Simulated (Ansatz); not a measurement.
(NaOH)2 ring (Na₂O₂H₂). The state is a singlet with charge 0. Geometry r2SCAN-D4/def2-TZVP, basis def2-TZVP, Ansatz.

```csv
run,HOMO (eV),LUMO (eV)
A,-4.32,-1.11
B,-4.55,-0.49
C,-8.37,-0.02
D,-5.44,-0.83
E,-5.85,-0.54
F,-4.62,-0.98
```

HSE06 is defined as in plane-wave codes, on full-range PBE exchange.

Q: The runs used B97M-V, HSE06, PBE, PBE0, r2SCAN, ωB97M-V. Estimate which is which.

A: A PBE (0 % exact exchange); B r2SCAN (0 % exact exchange); C ωB97M-V (range-separated); D HSE06 (range-separated); E PBE0 (25 % exact exchange); F B97M-V (0 % exact exchange). Exact exchange lowers occupied and raises empty levels; among semilocal functionals meta-GGAs tend to open the gap a little, and such runs are hard to tell apart. The gap grows from 3.21 eV (PBE) to 8.35 eV (ωB97M-V).
